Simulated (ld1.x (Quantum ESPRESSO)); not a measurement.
Before and after: TM potential for Hg

```json
{
  "Element": "mercury (Hg)",
  "Generator": "ld1.x (Quantum ESPRESSO) 7.5",
  "Type": "norm-conserving Troullier–Martins (Kleinman–Bylander form)",
  "Functional": "PBE",
  "Relativity": "scalar-relativistic",
  "Frozen core": "[Xe] 4f14 5d10",
  "Valence charge": "2",
  "Reference configuration": "6s2 6p0",
  "Partial waves": "6s (bound): rc 1.85 bohr; 6p (bound, empty): rc 3.20 bohr",
  "Local potential": "all-electron potential smoothed inside 2.30 bohr (lloc = -1)",
  "Core correction": "Bessel-smoothed model core inside 1.55 bohr"
}
```

Change: all radii but the core radius scaled by about 0.74 (s 1.36, p 2.36 bohr); local potential all-electron potential smoothed inside 1.70 bohr (lloc = -1).

Cutoffs: the cutoffs (Ry, on a coarse ladder) from which the occupation-weighted sum of valence levels, in a spherical-Bessel basis at the reference potential, stays within 10 and 1 mRy of its value at 400 Ry; they do not see the model core or the augmentation charge, which bear on the density cutoff. Errors are all-electron minus pseudo energies relative to the spin-unpolarised reference configuration.

**Question.** How do hardness, ghosts and transferability respond?

**Answer.** The potential gets harder (18 Ry and 45 Ry → 140 Ry and 300 Ry); a bound ghost appears in d, p, s, which as a rule spoils a file; the number of tests that count goes from 5 to 2. A smaller radius makes the pseudo-wave follow the all-electron one further in, where it bends more sharply, so more plane waves are needed.

```tsv
quantity	base	changed
cutoff, loose	18 Ry	140 Ry
cutoff, tight	45 Ry	300 Ry
bound ghosts	none	s, p, d
tests counted (converged, no solver errors)	5 of 5	2 of 5
error for 6s1 6p0, meV [ΔE 10.69 eV]	-230	-272
error for 6s1.5 6p0, meV [ΔE 4.36 eV]	-51	-61
```

Changed file: Tests not counted: 6s1 6p1 (solver errors, printed error -2.8 eV); 6s0 6p2 (solver errors, printed error -12.6 eV); 6s0 6p1 (solver errors, printed error -4.5 eV). A true bound ghost makes a file unfit for plane-wave use even where its test errors are small: the radial tests pick states by their node count and pass the ghost by. Where a test does run into it, the solver fails or the error is huge.
